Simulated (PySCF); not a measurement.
Method: PBE-D3(BJ)/def2-TZVP // PBE0-D3(BJ)/def2-TZVP (PySCF). Isolated molecules, 0 K electronic values unless said otherwise. One relaxed conformer stands for a flexible species; it need not be the lowest. Excitations are Tamm–Dancoff values on a coarser integration grid. The basis has no diffuse functions, so Rydberg states are missing or too high.

Reference species (SMILES): `C=C=C[SeH]` (neutral, multiplicity 1).

```json
{
 "HOMO": "-5.24 eV",
 "T1 excitation (TDA)": "3.48 eV"
}
```

Changed species: `C=C=CCO` (X = hydroxymethyl; the reference has X = selanyl).

What does the change do to the HOMO and T1 excitation (TDA)?

the HOMO falls by 0.92 eV, to -6.16 eV; the T1 excitation (TDA) rises by 1.13 eV, to 4.61 eV.
